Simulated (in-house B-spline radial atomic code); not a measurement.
**RPA and G0W0 on BHandHLYP: the mercury ion Hg⁺**

Configuration [Xe] 4f14 5d10 6s1, highest spin, mean-field start BHandHLYP. Computed with a B-spline radial code for spherical atoms: all electrons, scalar-relativistic (spin-free one-electron X2C), finite nucleus, each spin shell either full or empty, empty states to l = 9 with an (l + 1/2)⁻⁴ tail; G0W0 by contour deformation at full frequency.

Without the two-electron picture change, the correlation of inner shells comes somewhat too large for so heavy an element.

RPA overbinds a lone outer s electron by self-correlation, and G0W0 tends to as well.

Command:
```bash
python run_gw.py task.json out
```
Settings (radii: box in bohr, nucleus in fm):
```
Z                        80
electrons                79
configuration            [Xe] 4f14 5d10 6s1
hamiltonian              x2c
method                   bhandhlyp
lmax                     9
rms_radius               5.4648
spin_polarised           True
box_radius               23.78
intervals                70
ion_configuration        [Xe] 4f14 5d10
```

Time taken, with all properties: 23 s on 1 thread of Arm Neoverse N1 (shared host).

Energies (hartree):

```tsv
term	value
mean-field total	-19625.42897
Hartree-Fock functional on these orbitals	-19619.80969
direct second order	-7.8412
second-order exchange	1.949
SOSEX correction	1.8346
```

**Question.** What is the RPA correlation energy, and what remains with SOSEX?

**Answer.** RPA gives -6.8987 hartree (-2.38 eV per electron); RPA + SOSEX gives -5.0641, and the second-order doubles -5.8922 hartree (no singles). RPA lacks exchange-type terms and so overcorrelates at short range.

Quasi-particle levels (eV):

| level | occupied | mean field | Σx - vxc | Σc | QP weight | G0W0 |
| --- | --- | --- | --- | --- | --- | --- |
| 6s up | yes | -16.567 | -0.99 | ? | ? | ? |
| 5d down | yes | -22.256 | -2.97 | 0.13 | 0.916 | -25.093 |
| 5d up | yes | -22.547 | -3.10 | 0.26 | 0.891 | -25.384 |
| 6s down | no | -11.699 | 3.59 | -2.38 | 0.948 | -10.488 |

G0W0 = mean field + (Σx - vxc) + Σc, with Σc (partial-wave tail included) taken at the quasi-particle energy. Only the outer levels were computed. Levels of low weight are left out.

**Question.** Where does G0W0 put 6s up?

**Answer.** At -19.180 eV, with Σc = -1.62 eV and a quasi-particle weight of 0.952. The tabulated removal energy is 18.757 eV (NIST, measured); the calculation leaves out spin-orbit coupling, Breit and QED terms, and what these don't explain is the method's own error.

**Question.** What does it cost to remove one electron (to [Xe] 4f14 5d10) by differences of total energies, each species on its own start (correlation terms add to the Hartree-Fock functional)?

**Answer.** BHandHLYP 18.540 eV, Hartree-Fock functional 17.102 eV, + RPA 19.042 eV, + RPA + SOSEX 18.438 eV, + second order 19.535 eV. Tabulated: 18.757 eV (NIST, measured); the calculation leaves out spin-orbit coupling, Breit and QED terms, and what these don't explain is the method's own error.
